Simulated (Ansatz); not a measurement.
`C[CH](C)[Al]([CH3])[Br]`. The species carries charge 0 and has multiplicity 1.

```xyz
16

C    -1.635   -0.075    1.382
C    -0.800    0.208    0.138
C    -0.274    1.648    0.133
Al    0.678   -1.045   -0.180
C     1.916   -0.948   -1.676
Br    1.010   -2.730    1.315
H    -2.463    0.638    1.472
H    -2.061   -1.081    1.374
H    -1.035    0.008    2.293
H    -1.449    0.097   -0.745
H    -1.098    2.368    0.193
H     0.376    1.841    0.993
H     0.298    1.884   -0.769
H     1.967   -1.907   -2.201
H     1.640   -0.176   -2.399
H     2.929   -0.731   -1.323
```

(1) What are the harmonic wavenumbers in cm⁻¹ at PBE0-D4/def2-TZVP (Ansatz, finite differences of forces, unscaled)? (An estimate is asked.)

## Answers

(1) Computed: 9, 43, 87, 111, 138, 225, 228, 241, 287, 358, 382, 555, 635, 678, 702, 898, 919, 967, 988, 1103, 1185, 1218, 1235, 1315, 1394, 1415, 1438, 1439, 1474, 1489, 1492, 1502, 2986, 3018, 3022, 3040, 3079, 3088, 3098, 3115, 3117, 3132.
